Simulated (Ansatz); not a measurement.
`FB1CC1Cl` + H₂ → `ClC1BC1` + H–F  (hydrogenolysis of a B–F bond)

Program: Ansatz. Geometries: PBE0-D4/def2-TZVP. ΔE: electronic, gas phase. CCSD(T)/CBS is the MP2 limit (def2-TZVPP, def2-QZVPP) plus CCSD(T) − MP2 in def2-TZVPP, frozen cores. This one scheme is used for every species. DFT in def2-TZVPP. HSE06 is defined as in plane-wave codes.

```json
{"level": "HSE06", "ΔE (kJ/mol)": "99.1"}
{"level": "SCS-MP2/def2-QZVPP", "ΔE (kJ/mol)": "98.3"}
```

Problem. What does CCSD(T)/CBS give? (Estimate.)

Solution. Ansatz gave: +96.5 kJ/mol. The listed levels differ from it by 2.6, 1.8 kJ/mol.

Largest T1 diagnostic among the species: 0.012.

From BLYP to BHLYP (50 % exact exchange), in def2-TZVPP and without D4, ΔE moves by −8.5 kJ/mol. In def2-TZVPP, CCSD(T) changes the Hartree–Fock value by +5.3 kJ/mol (the triples alone add +3.0 kJ/mol) and MP2 by +5.7 kJ/mol. At CCSD(T), def2-SVP lies +24.0 kJ/mol from the extrapolated value and def2-TZVPP +3.8 kJ/mol.
